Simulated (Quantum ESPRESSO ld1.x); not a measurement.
Values are calculated unless marked as measured or tabulated.
Initial-state core-level shifts of the thulium ion Tm3+ when its valence configuration changes from [Xe] 4f12. Code: ld1.x of Quantum ESPRESSO 7.5. Model: scalar-relativistic Kohn-Sham, PBE, spin-unpolarised, spherical densities, point nucleus. Shifts are changes of the shell-averaged eigenvalues in eV (positive: less bound).

valence                1s       2p       4s       5s
4f11.5 5d0.5       -3.898   -4.140   -4.428   -2.168
4f11 6p1          -12.550  -13.182  -13.644   -8.787
4f11 5d1           -8.000   -8.506   -9.069   -4.350
4f11 6s1          -11.243  -11.883  -12.343   -7.512
4f10 6p2          -26.301  -27.689  -28.483  -17.761
4f10 6s1 6p1      -25.039  -26.434  -27.225  -16.548
4f10.5 6s0.5 6p1  -18.648  -19.647  -20.293  -12.640
4f10 6s2          -23.759  -25.161  -25.950  -15.314
4f9 6s1 6p2       -39.875  -42.142  -43.078  -25.665
